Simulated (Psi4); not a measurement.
C₄H₇, doublet, geometry from GFN2-xTB. Base run: Psi4 with BLYP/cc-pVDZ.

Psi4 was given this input:
```
memory 2 GB

molecule {
0 2
  C     0.00788728    1.06774097    0.04664582
  C    -0.00763800   -1.03399532   -0.04517160
  C    -1.08467578    0.06806734    0.00750974
  C     1.08556611    0.05246214   -0.00224423
  H     0.01578849    2.13736921    0.09337410
  H    -0.01599358   -1.62576582   -0.95751018
  H    -0.00859656   -1.70312770    0.81208260
  H    -1.73307724    0.04050504    0.89034144
  H    -1.74043106    0.11741518   -0.86891810
  H     1.74141305    0.01552159    0.87472563
  H     1.73405923    0.09243173   -0.88453390
}

set basis cc-pvdz
set reference uks

energy('blyp')
print_variables()
```

Each row names what was changed in the base input (with any setting that the change needs).

```tsv
change	ΔE vs base (µEh)	SCF cycles	grid points	basis functions
base	0.0	9	234455	91
scf_type = disk_df	0.0	9	234455	91
dft_spherical_points = 974	-17.9	9	754785	91
e_convergence = 1e-10	0.0	11	234455	91
guess = sadno	0.0	10	234455	91
scf_type = dfdirj+link	0.0	9	234455	91
dft_nuclear_scheme = stratmann	-14.5	9	216483	91
df_basis_scf = def2-universal-jkfit	92.1	9	234455	91
df_basis_scf = cc-pvqz-jkfit	168	9	234455	91
scf_type = pk	201	9	234455	91
dft_pruning_scheme = treutler	29.1	9	128431	91
dft_nuclear_scheme = becke	41.5	9	232846	91
dft_spherical_points = 110	831	9	85542	91
```

Open shells are given as the SCF converged; they aren't shown to be the lowest states, and a large step between rows can be another state.
